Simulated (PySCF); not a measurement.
PySCF input file for Al(H)2(nPr) (C₃H₉Al), SMILES CC[CH2][AlH2], B3LYP-D3(BJ)/def2-SVP. The structure is a stationary point at B3LYP-D3(BJ)/def2-SVP. The structure was generated by enumeration; whether it is a known compound was not checked. One conformer was computed; it need not be the lowest.

```python
import numpy as np
from pyscf import gto, scf, dft, df
from pyscf.hessian import thermo

mol = gto.M(
    atom='''
    Al    0.07878121    1.94420045   -0.00000000
    H    -0.97809697    3.13273774   -0.00000000
    H     1.63201509    2.28941326   -0.00000000
    C    -0.55332836    0.08199588    0.00000000
    C     0.50557992   -1.03250675    0.00000000
    C    -0.08726179   -2.44262325   -0.00000000
    H    -1.22938394   -0.03726184    0.87148833
    H    -1.22938394   -0.03726183   -0.87148834
    H     1.16764198   -0.91757440    0.87730346
    H     1.16764198   -0.91757440   -0.87730346
    H    -0.72075773   -2.60540776   -0.88819830
    H     0.69698700   -3.21746416    0.00000000
    H    -0.72075773   -2.60540776    0.88819831
    ''',
    basis='def2-SVP',
    charge=0,
    spin=0,
    max_memory=1600,
    verbose=3,
)
mf = dft.RKS(mol, xc='b3lyp').density_fit(auxbasis='def2-universal-jkfit')
mf.disp = 'd3bj'
mf.grids.level = 3
mf.conv_tol = 1e-11
mf.max_cycle = 100
mf.kernel()

# [left out here: the lines that compute and print the analytic Hessian (its translational invariance restored by hand, since the grid's response is missing), thermochemistry and intensities]
```

Log of the run:

```
converged SCF energy = -362.024044385843

WARN: DFTD3 does not support analytical Hessian, using finite difference


WARN: Mole.unit (angstrom) is changed to Bohr

Mode                                 0                   1                   2
Irrep
Freq [cm^-1]                       53.0816            105.3385            153.2012
Reduced mass [au]                   1.2034              1.8840              2.3790
Force const [Dyne/A]                0.0020              0.0123              0.0329
Char temp [K]                      76.3726            151.5587            220.4225
Normal mode                   x     y     z       x     y     z       x     y     z
       0  Al                -0.00  0.00 -0.02    0.00 -0.00 -0.05   -0.04  0.05  0.00
       1   H                -0.00 -0.00  0.48    0.00  0.00 -0.47   -0.26 -0.14 -0.00
       2   H                -0.00  0.00 -0.64    0.00 -0.00  0.18   -0.10  0.34  0.00
       3   C                 0.00 -0.00  0.04   -0.00  0.00  0.15    0.15 -0.01  0.00
       4   C                 0.00 -0.00  0.09   -0.00  0.00  0.07    0.06 -0.08 -0.00
       5   C                -0.00  0.00 -0.06    0.00  0.00 -0.10   -0.09 -0.02  0.00
       6   H                -0.07 -0.00 -0.02    0.09  0.03  0.22    0.13  0.01 -0.01
       7   H                 0.07  0.00 -0.02   -0.09 -0.03  0.22    0.13  0.01  0.01
       8   H                -0.10 -0.05  0.18   -0.03 -0.08  0.10    0.07 -0.15  0.00
       9   H                 0.10  0.05  0.18    0.03  0.08  0.10    0.07 -0.15 -0.00
      10   H                 0.11  0.05 -0.15    0.05  0.09 -0.15   -0.11  0.05  0.00
      11   H                -0.00 -0.00 -0.00    0.00  0.00 -0.14   -0.18 -0.12  0.00
      12   H                -0.11 -0.05 -0.15   -0.05 -0.09 -0.15   -0.11  0.05 -0.00
Mode                                 3                   4                   5
Irrep
Freq [cm^-1]                      258.5370            333.5332            457.0121
[...]
       1   H                -0.00 -0.01  0.00    0.00 -0.00  0.00    0.01  0.00  0.00
       2   H                -0.00  0.01 -0.00    0.00  0.00 -0.00   -0.01  0.01 -0.00
       3   C                 0.03  0.05  0.00    0.01  0.00  0.00    0.07 -0.03  0.00
       4   C                 0.03 -0.13 -0.00    0.00 -0.03 -0.00   -0.01  0.06 -0.00
       5   C                -0.05  0.00 -0.00    0.04  0.12  0.00    0.00 -0.02  0.00
       6   H                -0.15 -0.10 -0.15   -0.07 -0.01 -0.07   -0.49  0.04 -0.40
       7   H                -0.15 -0.10  0.15   -0.07 -0.01  0.07   -0.49  0.04  0.40
       8   H                -0.08  0.50 -0.00   -0.04  0.09  0.01    0.10 -0.16 -0.04
       9   H                -0.08  0.50  0.00   -0.04  0.09 -0.01    0.10 -0.16  0.04
      10   H                 0.10  0.04 -0.10   -0.04 -0.47  0.15   -0.02  0.04  0.00
      11   H                 0.11  0.17  0.00   -0.38 -0.32  0.00    0.02  0.00 -0.00
      12   H                 0.10  0.04  0.10   -0.04 -0.47 -0.15   -0.02  0.04 -0.00
Mode                                21                  22                  23
Irrep
Freq [cm^-1]                     1461.7290           1468.1266           1477.4258
Reduced mass [au]                   1.0582              1.0384              1.0768
Force const [Dyne/A]                1.3321              1.3187              1.3848
Char temp [K]                    2103.1026           2112.3073           2125.6867
Normal mode                   x     y     z       x     y     z       x     y     z
       0  Al                 0.00 -0.00  0.00    0.00 -0.00 -0.00    0.00 -0.00  0.00
       1   H                -0.00  0.00 -0.00   -0.00  0.00  0.00   -0.00 -0.00  0.00
       2   H                -0.00 -0.00 -0.00    0.00 -0.00  0.00    0.00 -0.00 -0.00
       3   C                 0.01 -0.00  0.00    0.00  0.00 -0.00    0.00  0.00  0.00
       4   C                 0.05  0.03 -0.00    0.00  0.00  0.02    0.06 -0.01 -0.00
       5   C                -0.03  0.00 -0.00    0.00 -0.00  0.05    0.04 -0.02 -0.00
       6   H                -0.03  0.00 -0.03    0.01 -0.02  0.00   -0.04  0.00 -0.03
       7   H                -0.03  0.00  0.03   -0.01  0.02  0.00   -0.04  0.00  0.03
       8   H                -0.40 -0.13  0.34    0.03  0.04 -0.00   -0.30 -0.00  0.26
       9   H                -0.40 -0.13 -0.34   -0.03 -0.04 -0.00   -0.30 -0.00 -0.26
      10   H                 0.31  0.01 -0.23    0.21 -0.44 -0.04   -0.40  0.01  0.30
      11   H                -0.15 -0.15  0.00    0.00  0.00 -0.69    0.23  0.20  0.00
      12   H                 0.31  0.01  0.23   -0.21  0.44 -0.04   -0.40  0.01 -0.30
Mode                                24                  25                  26
Irrep
Freq [cm^-1]                     1910.0466           1913.8891           2977.9416
Reduced mass [au]                   1.0318              1.0534              1.0608
Force const [Dyne/A]                2.2178              2.2735              5.5426
Char temp [K]                    2748.1318           2753.6603           4284.5949
Normal mode                   x     y     z       x     y     z       x     y     z
       0  Al                -0.02 -0.02 -0.00   -0.03  0.02 -0.00    0.00 -0.00 -0.00
       1   H                -0.24  0.25 -0.00    0.61 -0.69 -0.00   -0.00  0.00  0.00
       2   H                 0.90  0.20  0.00    0.32  0.08  0.00   -0.00  0.00  0.00
       3   C                 0.00  0.00 -0.00   -0.00 -0.00 -0.00    0.07  0.01 -0.00
       4   C                -0.00  0.00 -0.00    0.00  0.00 -0.00   -0.01  0.00  0.00
       5   C                 0.00 -0.00 -0.00   -0.00 -0.00 -0.00   -0.00 -0.00  0.00
       6   H                -0.00 -0.01 -0.00   -0.00  0.00  0.00   -0.40 -0.07  0.55
       7   H                -0.00 -0.01  0.00   -0.00  0.00 -0.00   -0.40 -0.07 -0.55
       8   H                -0.00 -0.00 -0.00    0.00 -0.00  0.00    0.04  0.00  0.05
       9   H                -0.00 -0.00  0.00    0.00 -0.00 -0.00    0.04  0.00 -0.05
      10   H                 0.00  0.00  0.00   -0.00  0.00 -0.00    0.01 -0.00  0.01
      11   H                -0.00 -0.00  0.00    0.00  0.00  0.00   -0.01  0.01  0.00
      12   H                 0.00  0.00 -0.00   -0.00  0.00  0.00    0.01 -0.00 -0.01
Mode                                27                  28                  29
Irrep
Freq [cm^-1]                     3009.2653           3013.6489           3016.7404
Reduced mass [au]                   1.0971              1.0617              1.0367
Force const [Dyne/A]                5.8534              5.6811              5.5585
Char temp [K]                    4329.6628           4335.9697           4340.4178
Normal mode                   x     y     z       x     y     z       x     y     z
       0  Al                -0.00  0.00  0.00   -0.00  0.00 -0.00    0.00  0.00 -0.00
       1   H                 0.00  0.00 -0.00    0.00  0.00  0.00    0.00 -0.00 -0.00
       2   H                 0.00  0.00  0.00    0.00  0.00 -0.00   -0.00 -0.00  0.00
       3   C                 0.00  0.00  0.08   -0.01 -0.00 -0.00   -0.00 -0.00  0.00
       4   C                -0.00 -0.00 -0.02   -0.07 -0.01  0.00    0.01  0.00 -0.00
       5   C                 0.00 -0.00  0.00    0.01 -0.01 -0.00   -0.02 -0.04  0.00
       6   H                 0.40  0.08 -0.51    0.04  0.01 -0.05    0.01  0.00 -0.01
       7   H                -0.40 -0.08 -0.51    0.04  0.01  0.05    0.01  0.00  0.01
       8   H                 0.10  0.02  0.13    0.39  0.07  0.55   -0.04 -0.01 -0.05
       9   H                -0.10 -0.02  0.13    0.39  0.07 -0.55   -0.04 -0.01  0.05
      10   H                -0.01 -0.00 -0.02    0.01  0.00  0.02    0.33  0.07  0.47
      11   H                -0.00  0.00 -0.00   -0.08  0.08 -0.00   -0.39  0.37  0.00
      12   H                 0.01  0.00 -0.02    0.01  0.00 -0.02    0.33  0.07 -0.47
Mode                                30                  31                  32
Irrep
Freq [cm^-1]                     3048.8061           3097.1236           3099.2661
Reduced mass [au]                   1.1038              1.1038              1.1036
Force const [Dyne/A]                6.0453              6.2383              6.2456
Char temp [K]                    4386.5532           4456.0713           4459.1538
Normal mode                   x     y     z       x     y     z       x     y     z
       0  Al                 0.00  0.00 -0.00   -0.00 -0.00  0.00   -0.00 -0.00 -0.00
       1   H                -0.00 -0.00  0.00    0.00  0.00 -0.00    0.00  0.00  0.00
       2   H                -0.00 -0.00  0.00    0.00  0.00 -0.00    0.00  0.00 -0.00
       3   C                -0.00 -0.00 -0.02   -0.00  0.00  0.00    0.00 -0.00 -0.00
       4   C                 0.00  0.00 -0.08   -0.00 -0.00  0.02   -0.01 -0.00 -0.00
       5   C                -0.00  0.00  0.02   -0.00  0.00  0.09   -0.08  0.04 -0.00
       6   H                -0.10 -0.02  0.13    0.02  0.00 -0.02    0.00 -0.00 -0.00
       7   H                 0.10  0.02  0.13   -0.02 -0.00 -0.02    0.00 -0.00  0.00
       8   H                 0.38  0.07  0.50   -0.10 -0.02 -0.13    0.03  0.01  0.04
       9   H                -0.38 -0.07  0.50    0.10  0.02 -0.13    0.03  0.01 -0.04
      10   H                -0.10 -0.02 -0.13   -0.38 -0.09 -0.52    0.20  0.06  0.31
      11   H                 0.00 -0.00  0.01    0.00 -0.00  0.02    0.56 -0.55 -0.00
      12   H                 0.10  0.02 -0.13    0.38  0.09 -0.52    0.20  0.06 -0.31
temperature 298.1500 [K]
pressure 101325.00 [Pa]
Rotational constants [GHz] 22.30254 2.18237 2.06372
Symmetry number 1
Zero-point energy (ZPE) 0.10510 [Eh]   275932.653 [J/mol]
                           tot       elec      trans        rot        vib
Entropy [J/mol/K]       339.370      0.000    162.098    106.999     70.273
Cv [J/mol/K]             98.733      0.000     12.472     12.472     73.789
Cp [J/mol/K]            107.047      0.000     20.786     12.472     73.789
Internal energy [J/mol]                      3718.434   3718.434 286942.870
Internal energy [Eh]   -361.91192  -362.02404
Enthalpy [J/mol]                             6197.391   3718.434 286942.870
Enthalpy [Eh]          -361.91098
Gibbs free energy [J/mol]                  -42132.145 -28183.291 265991.082
Gibbs free energy [Eh] -361.94952
static polarisability / bohr^3: [[58.283  0.185  0.   ]
 [ 0.182 74.107 -0.   ]
 [ 0.     0.    46.84 ]]
largest difference of analytic and finite-field dipole derivatives / e: 0.0009917475887402105
mode   freq/cm-1   IR/(km/mol)   Raman/(A^4/amu)   depolarisation
   1       53.08         0.184             6.392            0.750
   2      105.34         0.546             2.414            0.750
   3      153.20         0.908             0.171            0.405
   4      258.54         0.039             0.009            0.750
   5      333.53         2.492             3.174            0.162
   6      457.01        45.856             2.407            0.750
   7      489.23        55.597            12.071            0.473
   8      657.33        26.907            13.363            0.293
   9      669.10       176.681             4.337            0.750
  10      777.32        15.805             1.050            0.750
  11      802.78       326.729            14.560            0.750
  12      900.89         2.354             3.657            0.333
  13      975.84        15.269             0.371            0.750
  14     1038.39         2.985             3.039            0.664
  15     1081.40        25.552             5.300            0.748
  16     1181.29         3.856            14.890            0.176
  17     1220.34         1.401             0.312            0.750
  18     1317.57         0.127             9.875            0.750
  19     1351.08        18.807             3.992            0.407
  20     1395.59         2.977             2.585            0.750
  21     1419.48         1.945            11.607            0.746
  22     1461.73         0.467            25.312            0.727
  23     1468.13         6.715            19.685            0.750
  24     1477.43         2.447             2.215            0.742
  25     1910.05       160.350           201.911            0.082
  26     1913.89       265.470           107.231            0.345
  27     2977.94        13.340           117.077            0.088
  28     3009.27         8.519           116.900            0.750
  29     3013.65        34.809            61.391            0.152
  30     3016.74        27.799           167.637            0.005
  31     3048.81        24.626            56.343            0.750
  32     3097.12        43.068            39.807            0.750
  33     3099.27        36.708           111.247            0.653
max |gradient| / (hartree/bohr): 4.144208791917724e-05
APT charges: [ 1.1484 -0.3984 -0.3888 -0.3256  0.1707  0.0599 -0.0275 -0.0275 -0.0558
 -0.0558 -0.027  -0.0457 -0.027 ]
```

The run converged.

Cost: around 6 core-minutes (rough).
